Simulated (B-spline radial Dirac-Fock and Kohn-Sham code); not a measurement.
# X-ray form factors of gadolinium in several charge states

These are calculated numbers from a radial finite-basis atomic code; the model is Dirac-Fock orbitals of the configuration average with a finite nucleus.

Configurations: Gd⁵⁴⁺ [He] 2s2 2p6; Gd⁵⁷⁺ [He] 2s2 2p3; Gd⁵⁸⁺ [He] 2s2 2p2; Gd⁵⁹⁺ [He] 2s2 2p1; Gd⁶²⁺ 1s2. The first column is f₀ of Gd⁵⁴⁺, the others are differences from it.

```
s (Å⁻¹)   Gd⁵⁴⁺  Δ Gd⁵⁷⁺  Δ Gd⁵⁸⁺  Δ Gd⁵⁹⁺  Δ Gd⁶²⁺
      0  10.000   -3.000   -4.000   -5.000   -8.000
    0.1   9.995   -2.998   -3.998   -4.997   -7.995
    0.2   9.980   -2.993   -3.990   -4.988   -7.980
    0.3   9.955   -2.983   -3.978   -4.973   -7.956
    0.4   9.920   -2.970   -3.961   -4.952   -7.922
    0.5   9.876   -2.954   -3.940   -4.925   -7.878
    0.7   9.758   -2.911   -3.883   -4.855   -7.763
    0.9   9.605   -2.854   -3.808   -4.763   -7.613
    1.1   9.418   -2.785   -3.717   -4.651   -7.429
    1.4   9.080   -2.661   -3.554   -4.449   -7.099
```
